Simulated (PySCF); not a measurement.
**SrLi, PBE: how much the basis matters**

PySCF, UKS reference; doublet, unpaired electrons σ ↑; De to Sr + Li without counterpoise correction.

| basis | relativity | functions | Re (Å) | ωe (cm⁻¹) | De (eV) | μ (D) |
| --- | --- | --- | --- | --- | --- | --- |
| def2-SVP | scalar-relativistic core potentials | 32 | 3.625 | 175 | 0.37 | -0.37 |
| def2-SVPD | scalar-relativistic core potentials | 38 | 3.623 | 174 | 0.37 | -0.47 |
| def2-TZVP | scalar-relativistic core potentials | 47 | 3.614 | 175 | 0.36 | -0.37 |
| x2c-SVPall | spin-free X2C | 59 | 3.612 | 179 | 0.39 | -0.20 |

(1) How does each smaller set differ from the one with most functions, x2c-SVPall?

A positive dipole means Sr(−)Li(+). The bond is weak. Basis-set superposition, not corrected here, can be much of De in a small basis, most of all at correlated wavefunction levels. Functionals without a dispersion term scatter widely for such bonds, and LDA overbinds them. Spin–orbit coupling is left out. The state was picked by a PBE0 search and need not be the measured ground state.

Results:

(1) def2-SVP: +1.3 pm, -2.2 % in ωe, -0.02 eV in De; def2-SVPD: +1.1 pm, -2.8 % in ωe, -0.02 eV in De; def2-TZVP: +0.2 pm, -2.2 % in ωe, -0.03 eV in De. All at PBE; the set with most functions is neither the basis-set limit nor always the best. The rows treat relativity differently, so the differences are not basis effects alone.
